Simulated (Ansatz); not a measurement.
The cluster Ti₂H₂, relaxed as a triplet with UKS r2SCAN-D4/def2-TZVP in Ansatz, starting from the r2SCAN-D4/def2-TZVP geometry of the neutral singlet. Force threshold 0.02 eV/Å.

The charge 0 triplet is spin-contaminated (final ⟨S²⟩ up to 2.12, 2.00 for a pure state). At r2SCAN-D4/def2-TZVP a singlet of charge 0 lies 0.10 eV below the triplet, each at its own geometry. That singlet is doubtful there (restricted singlet, unstable towards broken spin symmetry). The structure comes from a short search, and lower isomers may exist.

Start:

```csv
atom,x (Å),y (Å),z (Å)
Ti1,0.170,-0.350,-0.862
Ti2,-0.170,0.350,0.862
H3,-0.483,0.992,2.452
H4,0.483,-0.992,-2.452
```

```csv
step,energy (eV),largest force component (eV/Å),SCF passes
1,-46255.9629,0.535,470
2,-46255.9881,0.078,280
3,-46255.9888,0.017,392
```

Force components are those of the run's own axes.

End:

Cartesian coordinates in Å:
```
Ti 0.1715 -0.3518 -0.8820
Ti -0.1756 0.3615 0.8772
H -0.4883 1.0025 2.4911
H 0.4924 -1.0122 -2.4864
```

By distances, no bond broke or formed. The bond that changes most is Ti1–Ti2, from 1.89 to 1.93 Å (atoms count from 1).

No frequencies were taken in this run, so the end may be a saddle point.

Run time 3.9 min (4 threads of Arm Neoverse V1 on a shared host).
